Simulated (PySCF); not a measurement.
C₇H₅O₃ (doublet state).
Geometry (GFN2-xTB, Å), atoms numbered from 1 in this order:
```
atom  x, y, z in Å
C1     2.6559    0.1399   -0.3669
C2     1.6954   -0.6838    0.2669
O3     2.0228   -1.7076    0.8783
C4     0.2549   -0.3128    0.1679
C5    -0.2613    0.8994   -0.3854
C6    -1.5954    1.1123   -0.4074
C7    -2.5349    0.1417    0.1133
O8    -3.7325    0.2373    0.1302
O9    -1.9649   -1.0129    0.6443
C10   -0.6622   -1.1968    0.6589
H11    3.6915   -0.1430   -0.2935
H12    2.4040    1.0060   -0.9485
H13    0.4077    1.6510   -0.7746
H14   -2.0287    2.0134   -0.8109
H15   -0.3567   -2.1360    1.1054
```

The hyperfine couplings belong to this conformer and change with its torsions.

As a line formula: `[CH2]C(=O)c1ccc(=O)oc1` [radical].

Method used: PySCF, UKS B3LYP, pcH-1 on C H O, non-relativistic, mean-field spin-orbit, GIAO. One conformer (not necessarily the lowest) at the GFN2-xTB geometry, without solvent, vibrations or thermal averaging. GFN2-xTB frequencies show an imaginary mode (33i cm⁻¹), so this geometry is no minimum at that level. Couplings are sensitive to structure, and on GFN2-xTB geometries they can be far from those on DFT ones. Stability of the SCF solution: not tested.

Principal values of hyperfine tensors in MHz (contact and dipolar terms together), for some of the nuclei:

```csv
atom,isotope,A1,A2,A3
C1,13C,1.13,1.83,200.57
H11,1H,-82.85,-55.23,-20.56
C2,13C,-57.48,-37.32,-31.20
O3,17O,-113.51,26.78,27.54
C4,13C,-2.56,-1.01,-0.71
C10,13C,-1.87,-0.66,-0.56
O9,17O,-2.71,0.15,0.37
H15,1H,-2.20,-1.94,3.08
```

(1) Give the isotropic coupling of each nucleus in MHz and in mT (g = 2.0049), and the anisotropic part.

(2) What spin density at the nucleus of C1 lies behind its contact coupling (g_N = 1.40482)?

(3) H12 (1H, g_N = 5.58569) isn't in the table. Its spin density at the nucleus is -0.0119 bohr⁻³. What is its contact coupling?

(4) Name the largest traceless tensor T of the table and describe it.

(5) In a single crystal, with the field along each principal axis of the tensor of H11 in turn, what first-order splitting does this nucleus give (isotropic g, quadrupole terms neglected)?

Results:

(1) a_iso is a third of the trace, T = A − a_iso, and a(mT) = a(MHz)/(g × 13.996).

| atom | a_iso (MHz) | a_iso (mT) | T1 | T2 | T3 |
| --- | --- | --- | --- | --- | --- |
| C1 | 67.84 | 2.418 | -66.72 | -66.01 | 132.73 |
| H11 | -52.88 | -1.885 | -29.97 | -2.35 | 32.32 |
| C2 | -42.00 | -1.497 | -15.48 | 4.68 | 10.80 |
| O3 | -19.73 | -0.703 | -93.78 | 46.51 | 47.27 |
| C4 | -1.43 | -0.051 | -1.13 | 0.42 | 0.71 |
| C10 | -1.03 | -0.037 | -0.84 | 0.37 | 0.47 |
| O9 | -0.73 | -0.026 | -1.98 | 0.88 | 1.10 |
| H15 | -0.35 | -0.013 | -1.85 | -1.59 | 3.43 |

(2) a_FC = (2μ0/3) gₑ μB g_N μN ρ(0)/(2S·h) = 800.24 MHz × g_N × ρ(0)/(2S), with ρ in bohr⁻³. With a_FC = 67.84 MHz and 2S = 1, ρ(0) = 0.06035 bohr⁻³.

(3) By the same relation, a_FC = -53.2 MHz. Its full tensor has the principal values -85.48, -54.68, -19.38 MHz.

(4) C1: -66.7, -66.0, 132.7 MHz, axial, in the ratio −1:−1:+2, the form that spin in one p orbital centred on that nucleus gives.

(5) 2 lines (I = 1/2), spaced by |A_i|/(g × 13.996): 2.95, 1.97, 0.73 mT along the axes of A1, A2 and A3.

Hardware: one thread of an Arm Neoverse V1, shared host with 32 logical CPUs at a one-minute load of 20. Cost: 2.0 min of wall time (with the writing of density and orbital grids), 0.96 GiB resident at most.
